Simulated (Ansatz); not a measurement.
Mulliken charges of `ClBC1CO1` from B3LYP/def2-TZVPP in Ansatz (PBE0-D4/def2-TZVP geometry).

| atom | x (Å) | y (Å) | z (Å) | charge (e) |
| --- | --- | --- | --- | --- |
| Cl1 | -1.949 | 0.055 | 1.499 | -0.130 |
| B2 | -0.492 | 0.845 | 0.972 | 0.072 |
| C3 | 0.587 | 0.063 | 0.194 | 0.038 |
| C4 | 0.178 | -0.673 | -1.029 | 0.029 |
| O5 | 0.522 | -1.365 | 0.131 | -0.327 |
| H6 | -0.378 | 2.011 | 1.195 | 0.034 |
| H7 | 1.605 | 0.451 | 0.175 | 0.102 |
| H8 | 0.889 | -0.726 | -1.850 | 0.094 |
| H9 | -0.874 | -0.708 | -1.303 | 0.088 |

Q: By hand: the dipole of these point charges (1 e Å = 4.8032 D).

A: Σ q r = (0.232, 0.467, -0.420) e Å, of length 0.670 e Å = 3.22 D.

Q: How does the dipole of the full density compare? (An estimate is asked.)

A: Computed: (0.143, 0.269, -0.316) e Å, 2.11 D; the point charges give 1.53 times that, at 7° from its direction.

Point charges leave out the atoms' own dipoles, such as those of lone pairs, and Mulliken's split depends on the basis, so the two needn't agree.

B3LYP here is the variant with VWN-RPA as its local correlation; programs differ in this.
